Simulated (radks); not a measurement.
Q: The mean radii <r> (bohr) of the occupied orbitals of an atom or ion are listed with their occupations. All-electron calculation, scalar-relativistic Kohn-Sham, SOGGA, spin-polarised, spherical densities, finite nucleus; Fermi nuclear charge, rms radius of each element as measured or else 0.836 A^(1/3) + 0.57 fm. Program: a radial shooting solver on a logarithmic mesh with Libxc functionals.

| orbital | occ. | <r> |
|---|---|---|
| 1s up | 1 | 0.1037 |
| 1s down | 1 | 0.1037 |
| 2s up | 1 | 0.5203 |
| 2s down | 1 | 0.5201 |
| 2p up | 3 | 0.4855 |
| 2p down | 3 | 0.4851 |
| 3s up | 1 | 1.819 |
| 3s down | 1 | 1.825 |
| 3p up | 2 | 2.117 |
| 4f up | 1 | 17.00 |

Name the element and its charge. Open shells, if any, are filled with parallel spins first.

A: Z = 15, phosphorus, charge 0: P in [Ne] 3s2 3p2 4f1. The 1s radius gives Z: for a bare nucleus <r> = (2 gamma + 1)/(2Z) with gamma = sqrt(1 - (Z/c)^2), 0.0996 bohr for Z = 15, and screening makes it slightly larger (0.1037 here). The occupations add up to 15, and the charge is Z minus that.
